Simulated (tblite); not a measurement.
Compound: C2H6ClSi4 (doublet state).
InChI=1S/C2H6ClSi4/c1-2-6-4-5-7(6)3/h1,6H,4-5H2/t6-/m0/s1

Calculated harmonic vibrations of the isolated species, GFN2-xTB (tblite), most abundant isotopes, no scaling. Against measured fundamentals such values can be off by several per cent, at times by over 20. Modes of hydrogen on silicon can be 10 to 20 % off. Open shells enter through the occupations alone, without spin polarisation, and single modes of such species can be off by tens of per cent.

Harmonic wavenumbers (cm⁻¹): 31.9, 60.4, 71.7, 100.2, 126.1, 206.0, 226.1, 245.1, 289.8, 317.8, 329.0, 354.7, 366.0, 382.4, 405.3, 436.0, 461.7, 477.5, 517.5, 578.6, 632.6, 663.6, 674.5, 689.7, 813.1, 844.1, 2118.9, 2156.8, 2176.0, 2188.5, 2193.6, 2217.6, 3346.4.

A = 1185, B = 774.9, C = 549.5 MHz; mass 176.924 u (most abundant isotopes); point group C1, symmetry number 1; spin multiplicity 2.

What is the zero-point energy?

½Σν̃ = 13350 cm⁻¹ = 159.69 kJ/mol.

What is S at 298.15 K and 1 bar for an ideal gas of classical rigid rotors and harmonic oscillators?

Translation 173.41, rotation 129.01, vibration 167.13, spin (R ln 2) 5.76: S = 475.3 J/(mol K).

And Cp and H(298.15 K) − H(0)?

Cp = 189.66 J/(mol K), of which vibrations give 156.40 (their classical limit is 33 R = 274.4); H(298.15 K) − H(0) = 35.70 kJ/mol without the zero-point energy, 25.78 from vibrations.

How do the functions run with temperature in this model?

```csv
T (K),S (J/(mol K)),Cp (J/(mol K)),H − H(0) (kJ/mol),G − H(0) (kJ/mol),ln q(vib)
150,366.6,125.8,11.72,-43.28,4.38
250,443.2,174.2,26.92,-83.89,8.00
400,534.4,212.0,56.24,-157.53,13.12
600,625.7,237.7,101.43,-273.98,19.06
900,726.9,261.3,176.56,-477.65,26.35
```

q(vib) and H(0) count from the zero-point level.

Which modes carry the vibrational entropy at 298.15 K?

31.9 cm⁻¹: 23.88; 60.4 cm⁻¹: 18.59; 71.7 cm⁻¹: 17.18; 100.2 cm⁻¹: 14.44; 126.1 cm⁻¹: 12.57; 206.0 cm⁻¹: 8.70 J/(mol K); the other 27 give 71.77 together.

Blend soft modes into free rotors: weight 1/[1 + (100 cm⁻¹/ν̃)⁴] for the oscillator and the rest for a rotor with moment μB/(μ + B), μ = h/(8π²ν), B = 10⁻⁴⁴ kg m². What vibrational entropy results?

151.42 J/(mol K) in place of 167.13, which changes −T·S at 298.15 K by +4.68 kJ/mol.

What must be added to the electronic energy to get the Gibbs energy at 298.15 K and 1 bar?

ZPE + [H(298.15 K) − H(0)] − T·S = 159.69 + 35.70 − 141.71 = 53.68 kJ/mol.

Hindered rotation and anharmonicity are outside this model. The structure is chiral; the term R ln 2 for an equal mix with its mirror image is left out.
